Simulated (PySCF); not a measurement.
**Static response to an electric field**

Compound: C6H9NO.
Structure used (GFN2-xTB), in Å, numbered top down from 1:
```xyz
17
C6H9NO angstrom
C     -2.627   -0.796    0.007
C     -1.398   -0.275   -0.015
C     -1.180    1.110   -0.559
C     -0.289   -1.065    0.491
C      1.019   -0.799    0.589
N      1.697    0.350    0.217
C      3.039    0.483    0.375
O      3.777   -0.348    0.837
H     -2.819   -1.784    0.389
H     -3.483   -0.253   -0.356
H     -2.127    1.531   -0.888
H     -0.510    1.087   -1.419
H     -0.772    1.768    0.209
H     -0.587   -2.041    0.850
H      1.692   -1.537    1.004
H      1.168    1.110   -0.181
H      3.393    1.470    0.020
```

Level: CAM-B3LYP/def2-SVPD (PySCF), static field, nuclei fixed, core orbitals frozen in the response. The polarisability tensor in these axes (au):

```
x   149.29  12.28   9.97
y    12.28  77.44  -7.62
z     9.97  -7.62  59.24
```

Problem. Give the principal values, the mean and the anisotropy Δα = √{½[(α1 − α2)² + (α2 − α3)² + (α1 − α3)²]}.

Solution. Principal values 54.48, 79.36 and 152.13 au; mean 95.32 au = 14.13 Å³ = 15.72 × 10⁻⁴⁰ C²·m²/J; Δα = 87.89 au (92 % of the mean).

Problem. What is the dipole moment, and where does it point?

Solution. (-2.74, 2.30, -1.39) D, 3.84 D in size, pointing from the negative to the positive side. Measured along this direction, the outermost atoms are O8 at the negative end and H11 at the positive end.

Problem. Refractivity n − 1 of an ideal gas of it at 500 K and 1 atm, from the electronic α?

Solution. N = p/kT = 1.4678 × 10¹⁹ cm⁻³, so n − 1 = 2π × N × 14.13 × 10⁻²⁴ cm³ = 1303 × 10⁻⁶ at long wavelengths, for an ideal gas.

Problem. Estimate the molar refractivity from the static electronic polarisability.

Solution. Lorentz–Lorenz: R = (4π/3)N_A α = 2.5225 cm³/(mol·Å³) × 14.13 Å³ = 35.6 cm³/mol, in the limit of long wavelengths.

Problem. What depolarisation ratio follows for Rayleigh scattering of linearly polarised light, taking the static tensor?

Solution. ρ = 3Δα²/(45ᾱ² + 4Δα²) = 23176.5/(408884 + 30902.0) = 0.0527.

One conformer (not necessarily the lowest) at the GFN2-xTB geometry, without solvent, vibrations or thermal averaging.
